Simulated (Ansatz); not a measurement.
Input for Ansatz (a first-principles code): R-wB97M-V/def2-TZVPP on BeH2 (SMILES [BeH2]), atoms moved off the minimum.

Ansatz 0.2 input:
```yaml
crystal:
  periodic: [false, false, false]
  atoms:
    - {symbol: Be, position_ang: [-0.01808733, 0.03968439, -0.02952440]}
    - {symbol: H, position_ang: [0.13766820, -0.10130215, 1.47846144]}
    - {symbol: H, position_ang: [-0.17209817, 0.00786510, -1.31525229]}
basis:
  gaussian:
    orbitals: def2-TZVPP
hamiltonian:
  xc: {name: wB97M-V}
scf: {lower_state_search: off}
output: {forces: true}
```

The head of its log:

```
WARN ansatz: RAYON_NUM_THREADS=1 ignored (pool sized by the plan → 1); use --threads N
Functional definition: wB97M-V
these checks for a lower state are left out or cut short: stability, starts, cluster_reference, orbital_swaps, neighbouring_geometries, increment
integrals: 0.01 GiB planned
259 factors; their error is unknown
integrals: 0.04 GiB planned
105 factors; integrals over basis functions are off by at most 5.0e-5 eV
mean field: 0.10 GiB planned
mean field evaluation 1: about -431.8798 eV, gradient 7.0e0 eV
mean field evaluation 2: about -432.0977 eV, gradient 1.3e0 eV
```

Question: What total energy does the run end on?

Answer: -15.8798 hartree.
